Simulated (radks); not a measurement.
Values are calculated unless marked as measured or tabulated.
Q: The mean radii <r> (bohr) of the occupied orbitals of an atom or ion are listed with their occupations. Code: a radial shooting solver on a logarithmic mesh with Libxc functionals. Model: Dirac Kohn-Sham, PBE, spin-unpolarised, spherical densities, finite nucleus; Fermi nuclear charge, rms radius of each element as measured or else 0.836 A^(1/3) + 0.57 fm.

orbital  occ.      <r>
1s1/2       2  0.01579
2s1/2       2  0.06519
2p1/2       2  0.05338
2p3/2       4  0.06216
3s1/2       2   0.1600
3p1/2       2   0.1498
3p3/2       3   0.1631

Name the element and its charge. Open shells, if any, fill j = l - 1/2 first.

A: Z = 83, bismuth, charge +66: Bi66+ in [Ne] 3s2 3p5. The 1s radius gives Z: for a bare nucleus <r> = (2 gamma + 1)/(2Z) with gamma = sqrt(1 - (Z/c)^2), 0.01561 bohr for Z = 83, and screening makes it slightly larger (0.01579 here). The occupations add up to 17, and the charge is Z minus that.
